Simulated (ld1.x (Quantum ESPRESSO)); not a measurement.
## u(r) = r·R(r): atom against pseudo-atom (O (Z = 8))

Columns: radius, all-electron u(r) and pseudo u(r) of the 2s shell (level -58.42 eV) of oxygen in the configuration [He] 2s2 2p2; PW91, scalar-relativistic, PAW scheme, ld1.x (Quantum ESPRESSO) 7.5.

```json
{"r (bohr)": "0.060", "all-electron": "0.4048", "pseudo": "-0.1320"}
{"r (bohr)": "0.120", "all-electron": "0.4551", "pseudo": "-0.2613"}
{"r (bohr)": "0.180", "all-electron": "0.3297", "pseudo": "-0.3854"}
{"r (bohr)": "0.240", "all-electron": "0.1279", "pseudo": "-0.5022"}
{"r (bohr)": "0.300", "all-electron": "-0.0949", "pseudo": "-0.6095"}
{"r (bohr)": "0.360", "all-electron": "-0.3086", "pseudo": "-0.7059"}
{"r (bohr)": "0.420", "all-electron": "-0.4985", "pseudo": "-0.7902"}
{"r (bohr)": "0.480", "all-electron": "-0.6583", "pseudo": "-0.8618"}
{"r (bohr)": "0.540", "all-electron": "-0.7866", "pseudo": "-0.9204"}
{"r (bohr)": "0.600", "all-electron": "-0.8841", "pseudo": "-0.9660"}
{"r (bohr)": "0.660", "all-electron": "-0.9536", "pseudo": "-0.9992"}
{"r (bohr)": "0.720", "all-electron": "-0.9981", "pseudo": "-1.0203"}
{"r (bohr)": "0.780", "all-electron": "-1.0214", "pseudo": "-1.0300"}
{"r (bohr)": "0.840", "all-electron": "-1.0269", "pseudo": "-1.0291"}
{"r (bohr)": "0.900", "all-electron": "-1.0180", "pseudo": "-1.0182"}
{"r (bohr)": "0.960", "all-electron": "-0.9976", "pseudo": "-0.9976"}
{"r (bohr)": "1.020", "all-electron": "-0.9682", "pseudo": "-0.9682"}
{"r (bohr)": "1.080", "all-electron": "-0.9321", "pseudo": "-0.9321"}
{"r (bohr)": "1.140", "all-electron": "-0.8913", "pseudo": "-0.8913"}
{"r (bohr)": "1.200", "all-electron": "-0.8472", "pseudo": "-0.8472"}
{"r (bohr)": "1.260", "all-electron": "-0.8011", "pseudo": "-0.8011"}
{"r (bohr)": "1.320", "all-electron": "-0.7541", "pseudo": "-0.7541"}
{"r (bohr)": "1.380", "all-electron": "-0.7071", "pseudo": "-0.7071"}
{"r (bohr)": "1.440", "all-electron": "-0.6606", "pseudo": "-0.6606"}
{"r (bohr)": "1.500", "all-electron": "-0.6152", "pseudo": "-0.6152"}
{"r (bohr)": "1.560", "all-electron": "-0.5714", "pseudo": "-0.5714"}
```

(1) How many radial nodes do the two functions have?

(2) At about which radius was the pseudo-wave matched?

(3) Is the pseudo-wave norm-conserving?

## Answers

(1) The all-electron 2s function has n − l − 1 = 1; the pseudo-wave has 0, since the states of the same l below it are removed with the core.

(2) 0.95 bohr, where the columns begin to agree (steps of 0.06 bohr).

(3) No, it belongs to a PAW set: the norm inside the radius is not constrained, and the difference is carried by the augmentation charge.
